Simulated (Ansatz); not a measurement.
Ansatz (an electronic-structure program) input file for Si(Me)3(OH) (C3H10OSi), SMILES C[Si](C)(C)O, r2SCAN-D4/def2-SVP. 

Ansatz 0.2 input:
```yaml
crystal:
  periodic: [false, false, false]
  atoms:
    - {symbol: C, position_ang: [0.96805229, 0.49328264, -1.55137075]}
    - {symbol: Si, position_ang: [-0.00559551, -0.03888875, 0.00000000]}
    - {symbol: C, position_ang: [-1.76206409, 0.67980207, -0.00000001]}
    - {symbol: C, position_ang: [0.96805227, 0.49328264, 1.55137077]}
    - {symbol: O, position_ang: [-0.25918240, -1.65873878, -0.00000001]}
    - {symbol: H, position_ang: [1.07628090, 1.57137044, -1.60526443]}
    - {symbol: H, position_ang: [1.96786607, 0.06707891, -1.56331863]}
    - {symbol: H, position_ang: [0.46548024, 0.17024363, -2.45842892]}
    - {symbol: H, position_ang: [-2.31565176, 0.35580456, 0.87522428]}
    - {symbol: H, position_ang: [-1.74621203, 1.76478961, -0.00000001]}
    - {symbol: H, position_ang: [-2.31565175, 0.35580456, -0.87522432]}
    - {symbol: H, position_ang: [1.07628087, 1.57137043, 1.60526444]}
    - {symbol: H, position_ang: [1.96786605, 0.06707891, 1.56331867]}
    - {symbol: H, position_ang: [0.46548020, 0.17024362, 2.45842893]}
    - {symbol: H, position_ang: [0.46581463, -2.27763607, 0.00000000]}
basis:
  gaussian:
    orbitals: def2-SVP
hamiltonian:
  xc: r2scan
  dispersion: d4
relax: {f_tol: 0.002, max_steps: 200}
```

Output:

```
WARN ansatz: RAYON_NUM_THREADS=2 ignored (pool sized by the plan → 2); use --threads N
Functional definition: r2SCAN
integrals: 0.07 GiB planned
1393 factors; their error is unknown
mean field: 0.42 GiB planned
mean field evaluation 1: about -13173.5817 eV, gradient 8.8e1 eV
mean field evaluation 2: about -13162.1755 eV, gradient 1.1e2 eV
mean field evaluation 4: about -13190.7456 eV, gradient 4.7e0 eV
mean field evaluation 8: about -13190.7977 eV, gradient 3.4e-2 eV
mean field evaluation 16: about -13190.7309 eV, gradient 3.0e-5 eV
mean field -13190.73087401 eV, -484.7504186215 hartree, gradient 3.0e-5 eV, S^2 0.000000; 0 other end points of the search recorded, 0 dependent functions left out
the calculation of the forces begins
reference -13190.73088517 eV, -484.7504190315 hartree; 25, 25 occupied and 99, 99 virtual orbitals, 1393 factors
relax step   1: F+E_penalty+E_count = -13190.80963216 eV  Δ(F+E_penalty+E_count) = +0.000e0 eV  max|allowed force component| = 1.420e0 eV/Å  Δτ_max = 0.0000 Å  (29 SCF iters, accepted)
these checks for a lower state are left out or cut short: starts, cluster_reference, orbital_swaps, neighbouring_geometries, increment
integrals: 0.07 GiB planned
1393 factors; their error is unknown
mean field: 0.42 GiB planned
mean field -13190.80887650 eV, -484.7532851599 hartree, gradient 2.3e-5 eV, S^2 0.000000; 0 other end points of the search recorded, 0 dependent functions left out
the calculation of the forces begins
reference -13190.80888764 eV, -484.7532855695 hartree; 25, 25 occupied and 99, 99 virtual orbitals, 1393 factors
relax step   2: F+E_penalty+E_count = -13190.88788463 eV  Δ(F+E_penalty+E_count) = -7.825e-2 eV  max|allowed force component| = 9.101e-1 eV/Å  Δτ_max = 0.0393 Å  (29 SCF iters, accepted)
these checks for a lower state are left out or cut short: starts, cluster_reference, orbital_swaps, neighbouring_geometries, increment
integrals: 0.07 GiB planned
1393 factors; their error is unknown
mean field: 0.42 GiB planned
mean field evaluation 32: about -13190.8249 eV, gradient 2.1e-5 eV
mean field -13190.82491365 eV, -484.7538745144 hartree, gradient 2.1e-5 eV, S^2 0.000000; 0 other end points of the search recorded, 0 dependent functions left out
the calculation of the forces begins
reference -13190.82492480 eV, -484.7538749240 hartree; 25, 25 occupied and 99, 99 virtual orbitals, 1393 factors
relax step   3: F+E_penalty+E_count = -13190.90400982 eV  Δ(F+E_penalty+E_count) = -1.613e-2 eV  max|allowed force component| = 2.494e-1 eV/Å  Δτ_max = 0.0168 Å  (31 SCF iters, accepted)
these checks for a lower state are left out or cut short: starts, cluster_reference, orbital_swaps, neighbouring_geometries, increment
integrals: 0.07 GiB planned
1393 factors; their error is unknown
mean field: 0.42 GiB planned
mean field -13190.82973749 eV, -484.7540517873 hartree, gradient 2.1e-5 eV, S^2 0.000000; 0 other end points of the search recorded, 0 dependent functions left out
the calculation of the forces begins
reference -13190.82974861 eV, -484.7540521957 hartree; 25, 25 occupied and 99, 99 virtual orbitals, 1393 factors
relax step   4: F+E_penalty+E_count = -13190.90881254 eV  Δ(F+E_penalty+E_count) = -4.803e-3 eV  max|allowed force component| = 4.859e-2 eV/Å  Δτ_max = 0.0372 Å  (30 SCF iters, accepted)
these checks for a lower state are left out or cut short: starts, cluster_reference, orbital_swaps, neighbouring_geometries, increment
integrals: 0.07 GiB planned
1393 factors; their error is unknown
mean field: 0.42 GiB planned
mean field -13190.83020342 eV, -484.7540689100 hartree, gradient 2.0e-5 eV, S^2 0.000000; 0 other end points of the search recorded, 0 dependent functions left out
the calculation of the forces begins
reference -13190.83021453 eV, -484.7540693180 hartree; 25, 25 occupied and 99, 99 virtual orbitals, 1393 factors
relax step   5: F+E_penalty+E_count = -13190.90926899 eV  Δ(F+E_penalty+E_count) = -4.565e-4 eV  max|allowed force component| = 2.828e-2 eV/Å  Δτ_max = 0.0230 Å  (31 SCF iters, accepted)
these checks for a lower state are left out or cut short: starts, cluster_reference, orbital_swaps, neighbouring_geometries, increment
integrals: 0.07 GiB planned
1393 factors; their error is unknown
mean field: 0.42 GiB planned
mean field -13190.83024739 eV, -484.7540705258 hartree, gradient 2.0e-5 eV, S^2 0.000000; 0 other end points of the search recorded, 0 dependent functions left out
the calculation of the forces begins
reference -13190.83025850 eV, -484.7540709339 hartree; 25, 25 occupied and 99, 99 virtual orbitals, 1393 factors
relax step   6: F+E_penalty+E_count = -13190.90931191 eV  Δ(F+E_penalty+E_count) = -4.291e-5 eV  max|allowed force component| = 4.521e-3 eV/Å  Δτ_max = 0.0087 Å  (30 SCF iters, accepted)
these checks for a lower state are left out or cut short: starts, cluster_reference, orbital_swaps, neighbouring_geometries, increment
integrals: 0.07 GiB planned
1393 factors; their error is unknown
mean field: 0.42 GiB planned
mean field evaluation 64: about -13190.8303 eV, gradient 2.1e-5 eV
mean field -13190.83025168 eV, -484.7540706832 hartree, gradient 2.1e-5 eV, S^2 0.000000; 0 other end points of the search recorded, 0 dependent functions left out
the calculation of the forces begins
reference -13190.83026278 eV, -484.7540710913 hartree; 25, 25 occupied and 99, 99 virtual orbitals, 1393 factors
relax step   7: F+E_penalty+E_count = -13190.90931589 eV  Δ(F+E_penalty+E_count) = -3.985e-6 eV  max|allowed force component| = 6.618e-4 eV/Å  Δτ_max = 0.0014 Å  (22 SCF iters, accepted)
integrals: 0.07 GiB planned
1393 factors; their error is unknown
mean field: 0.42 GiB planned
mean field -13190.83025168 eV, -484.7540706832 hartree, gradient 2.0e-5 eV, S^2 0.000000; 1 other end points of the search recorded, 0 dependent functions left out
the calculation of the forces begins
reference -13190.83026278 eV, -484.7540710913 hartree; 25, 25 occupied and 99, 99 virtual orbitals, 1393 factors
Total energy: -13190.90932700 eV, -484.7569766477 hartree
Atom 0 at     0.941130     0.485782    -1.534392 Å, force    -0.000100    -0.000042     0.000122 eV/Å
Atom 1 at    -0.008174    -0.039580     0.000000 Å, force     0.000209     0.000662     0.000000 eV/Å
Atom 2 at    -1.728019     0.687718    -0.000000 Å, force    -0.000018     0.000015     0.000000 eV/Å
Atom 3 at     0.941130     0.485782     1.534392 Å, force    -0.000100    -0.000042    -0.000122 eV/Å
Atom 4 at    -0.249718    -1.703923    -0.000000 Å, force     0.000445    -0.000059    -0.000000 eV/Å
Atom 5 at     1.067862     1.581059    -1.569558 Å, force    -0.000074    -0.000126    -0.000083 eV/Å
Atom 6 at     1.949958     0.040384    -1.566364 Å, force    -0.000020     0.000012     0.000042 eV/Å
Atom 7 at     0.412398     0.180087    -2.452098 Å, force     0.000048    -0.000170     0.000031 eV/Å
Atom 8 at    -2.291711     0.362546     0.889321 Å, force    -0.000036     0.000072     0.000156 eV/Å
Atom 9 at    -1.701767     1.789641    -0.000000 Å, force     0.000046    -0.000233     0.000000 eV/Å
Atom 10 at    -2.291711     0.362546    -0.889321 Å, force    -0.000036     0.000072    -0.000156 eV/Å
Atom 11 at     1.067862     1.581059     1.569558 Å, force    -0.000074    -0.000126     0.000083 eV/Å
Atom 12 at     1.949958     0.040384     1.566364 Å, force    -0.000020     0.000012    -0.000042 eV/Å
Atom 13 at     0.412398     0.180087     2.452098 Å, force     0.000048    -0.000170    -0.000031 eV/Å
Atom 14 at     0.545220    -2.248683    -0.000000 Å, force    -0.000316     0.000123    -0.000000 eV/Å
Dipole moment:     0.273152     0.068085    -0.000000 e Å
```

Self-consistency was reached.
